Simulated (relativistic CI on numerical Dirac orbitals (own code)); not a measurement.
**Pm IV: what numerical and physical settings do to a radial Dirac CI calculation**

Reference input:

```
atom Pm  Z=61  charge=3  electrons=58
nucleus A=145  rms_radius_fm=4.9620
hamiltonian dirac-coulomb  breit=on  qed=on  c_scale=1
orbitals kli  potential=per-configuration
slater_scale 1
correlation none
mixing on
grid step=0.0125 r_max=64.9
scf mixing=0.4 start=green max_iterations=150 tolerance=2e-08 node_fill=0.05
configurations
  [Xe] 4f4
  [Xe] 4f3 6s
  [Xe] 4f2 6s2
  [Xe] 4f2 6s 6p
  [Xe] 4f2 6p2
end
```

Computed lowest total energy -10006.35270 Ha, first excitation 1436.2 cm⁻¹, 62 SCF steps. Runs with settings changed; * marks those that are bad on purpose:

```
                     Changed    Outcome  Lowest level    ΔE (Ha)  First excitation (cm⁻¹)  SCF steps                          Message
               QED terms off  converged      4f4 5I_4      -5.88                   1428.0         62                                 
              SCF mixing 0.2  converged      4f4 5I_4  -3.27e-10                   1436.2         70                                 
   nuclear radius 49.62 fm *  converged      4f4 5I_4         32                   1439.4         62                                 
configuration list: repeat *    refused                                                            0  a configuration is listed twice
```

With so few configurations and no correlation, terms lie too far apart (by 10 to 50 % near neutrality), their order can be wrong, and levels of other configurations are missing.
